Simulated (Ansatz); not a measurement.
C2H4OSi can be A, `C#CO[SiH3]`, or B, `C#C[SiH2]O`.

Computed with Ansatz on PBE0-D4/def2-TZVP structures; ΔE is electronic, products minus reactants. CCSD(T)/CBS adds triple-zeta CCSD(T) − MP2 to the extrapolated MP2 energy (def2 sets, frozen cores). DFT in def2-TZVPP. B3LYP here is the variant with VWN-RPA as its local correlation; programs differ in this. One conformer a species, not always the lowest.

Task: Which isomer does CCSD(T)/CBS put lower? Give the gap. (Best estimate.)

Result: Computed: B, by 140.7 kJ/mol.

Task: Give E(B) − E(A) in kJ/mol with BLYP-D4, B3LYP, PBE0-D4, CCSD(T)/def2-TZVPP, B3LYP-D4, LDA (SPW92), HF/def2-TZVPP. (An estimate is asked.)

Result: The calculation gave: BLYP-D4 -121.7, B3LYP -123.7, PBE0-D4 -122.9, CCSD(T)/def2-TZVPP -136.8, B3LYP-D4 -123.9, LDA (SPW92) -109.5, HF/def2-TZVPP -128.1. None reverses the order clearly.

Task: Does the order hold for the free energy at 298.15 K (harmonic terms from PBE0-D4)? (Best estimate.)

Result: The calculation gave: Yes: G(B) − G(A) = -135.4 kJ/mol, for one conformer each.

Largest T1 diagnostic: 0.013.

At CCSD(T), def2-SVP lies +29.2 kJ/mol from the extrapolated value and def2-TZVPP +3.9 kJ/mol. In def2-TZVPP, CCSD(T) changes the Hartree–Fock value by −8.8 kJ/mol (the triples alone add −0.6 kJ/mol) and MP2 by −13.8 kJ/mol.
